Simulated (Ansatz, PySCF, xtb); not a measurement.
Complex: SiH4 (SMILES [SiH4]) (first 5 atoms) with CH3NO (SMILES NC=O); geometry from B3LYP-D3(BJ)/def2-TZVP, rigid monomers moved along the line of their centres of mass till Si1···O8 is 4.31 Å.
(charge 0, multiplicity 1):
```json
[
 {"atom": "Si", "x (Å)": "-0.0140", "y (Å)": "-0.0004", "z (Å)": "0.1624"},
 {"atom": "H", "x (Å)": "0.6147", "y (Å)": "1.0408", "z (Å)": "1.0129"},
 {"atom": "H", "x (Å)": "0.2391", "y (Å)": "0.3896", "z (Å)": "-1.2487"},
 {"atom": "H", "x (Å)": "-1.4700", "y (Å)": "-0.0371", "z (Å)": "0.3943"},
 {"atom": "H", "x (Å)": "0.6207", "y (Å)": "-1.3088", "z (Å)": "0.4132"},
 {"atom": "N", "x (Å)": "0.8680", "y (Å)": "0.4673", "z (Å)": "5.2676"},
 {"atom": "C", "x (Å)": "-0.0120", "y (Å)": "-0.5597", "z (Å)": "5.2889"},
 {"atom": "O", "x (Å)": "-0.5662", "y (Å)": "-1.0197", "z (Å)": "4.3138"},
 {"atom": "H", "x (Å)": "1.0912", "y (Å)": "0.9083", "z (Å)": "4.3891"},
 {"atom": "H", "x (Å)": "1.2889", "y (Å)": "0.8091", "z (Å)": "6.1130"},
 {"atom": "H", "x (Å)": "-0.1830", "y (Å)": "-0.9540", "z (Å)": "6.3065"}
]
```

Monomers are frozen at their geometry in the pair; levels with a basis set take the counterpoise correction.

Frozen-core correlation. Rows in 6-31G* carry no dispersion term and start afresh at each structure (6-31G* with six Cartesian d functions). MP2/6-31G* freezes PySCF's default core.

Programs: Ansatz (Gaussian basis) for Hartree–Fock, density functionals and correlated methods; PySCF for 6-31G* rows; xtb for the GFN methods. Values without a source in brackets are computed.

Task: Give the interaction energy at the level GFN1-xTB.

Result: -1.0 kcal/mol

Ansatz is a program for electronic structure.
